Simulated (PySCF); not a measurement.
Compound: H9O3Si4 (doublet state).
Z-matrix (Å and degrees, PBE0-D3(BJ)/def2-SVP geometry), rows numbered from 1:
```
Si
O   1  1.6699
Si  2  1.6542  1  138.88
O   3  1.6512  2  108.30  1  -141.94
Si  4  1.6683  3  140.19  2   -26.67
O   3  1.6511  2  107.87  1   -23.69
Si  6  1.6652  3  146.35  2  -162.44
H   1  1.4890  2  107.57  3  -171.59
H   1  1.4921  2  110.36  3    68.81
H   1  1.4930  2  110.41  3   -52.12
H   5  1.4892  4  107.70  3  -166.92
H   5  1.4920  4  110.26  3    73.49
H   5  1.4930  4  110.39  3   -47.35
H   7  1.4894  6  107.83  3   171.37
H   7  1.4920  6  110.43  3    51.37
H   7  1.4929  6  110.00  3   -69.33
```

The hyperfine couplings belong to this conformer and change with its torsions.

As a line formula: `O([SiH3])[Si](O[SiH3])O[SiH3]` [radical].

The calculation used UKS B3LYP, IGLO-III on O Si, pcH-1 on H, non-relativistic, mean-field spin-orbit, GIAO (PySCF 2.14.0). One conformer (not necessarily the lowest) at the PBE0-D3(BJ)/def2-SVP geometry, without solvent, vibrations or thermal averaging. No stability test was run, so a lower SCF solution isn't excluded.

Problem. What is the g tensor, term by term?

Solution. 
```tsv
Δg (ppm)	1	2	3
relativistic mass correction	-204	-204	-204
gauge correction	67	64	34
orbital Zeeman/spin–orbit	-1525	-1331	88
total	-1663	-1471	-83
```

So g = 2.00066, 2.00085, 2.00224 and g_iso = 2.00125; the tensor is close to axial: the two nearest values differ by 12 % of g3 − g1. 

Problem. What are the electron Larmor frequencies g μB B/h along the three axes at 1200 mT?

Solution. 33.6020, 33.6052, 33.6285 GHz for g1, g2 and g3, a range of 26.5 MHz.

Problem. Average each term over the three axes. Which is largest in size?

Solution. The orbital-Zeeman/spin–orbit term -923, the mass correction -204 and the gauge correction 55 ppm, for a total of -1072 ppm. The orbital-Zeeman/spin–orbit term is the largest in size. The mass correction is the same along every axis, so the anisotropy comes from the other two: their spans along these axes are 33 (gauge) and 1613 ppm (orbital Zeeman/spin–orbit).

Problem. In a frozen sample, at which fields do the three g values resonate at 9.5, 34, 94 and 263 GHz (hyperfine left aside), and which band first spreads them over more than twice a line width of 0.5 mT?

Solution. 
| band | GHz | B(g3) mT | B(g2) mT | B(g1) mT | spread mT |
| --- | --- | --- | --- | --- | --- |
| X | 9.5 | 339.00 | 339.23 | 339.27 | 0.27 |
| Q | 34.0 | 1213.25 | 1214.10 | 1214.21 | 0.96 |
| W | 94.0 | 3354.29 | 3356.62 | 3356.94 | 2.65 |
| J | 263.0 | 9384.88 | 9391.39 | 9392.29 | 7.41 |

The spread grows in proportion to the frequency. W band is the first where it exceeds 1.0 mT.

The largest Mulliken spin population is on Si3 (+0.84). The angles at Si3 add up to 325.5°, so it is pyramidal.

The HOMO–LUMO gaps are 6.01 eV among the α and 5.99 eV among the β orbitals.
